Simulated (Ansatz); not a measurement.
Sc2N2. Total charge 0; singlet. Geometry r2SCAN-D4/def2-SVP; atoms count from 1.

```xyz
4

Sc   -0.914   -0.799   -0.589
Sc    0.914    0.799    0.589
N    -0.641   -0.096    1.125
N     0.641    0.096   -1.125
```

The structure comes from a short search, and lower isomers may exist.

Q: Estimate the Mulliken populations from the PBE0/def2-TZVP orbitals of Ansatz.

A: 
| atom | charge (e) | d electrons |
| --- | --- | --- |
| Sc1 | 0.78 | 1.70 |
| Sc2 | 0.78 | 1.70 |
| N3 | -0.78 | – |
| N4 | -0.78 | – |
Mulliken values and Mayer orders depend strongly on the basis.

Q: And the Mayer bond orders between bonded heavy atoms (over 0.3)?

A: Sc1–Sc2 0.51 (2.70 Å); Sc1–N3 1.53 (1.87 Å); Sc1–N4 1.53 (1.87 Å); Sc2–N3 1.53 (1.87 Å); Sc2–N4 1.53 (1.87 Å).
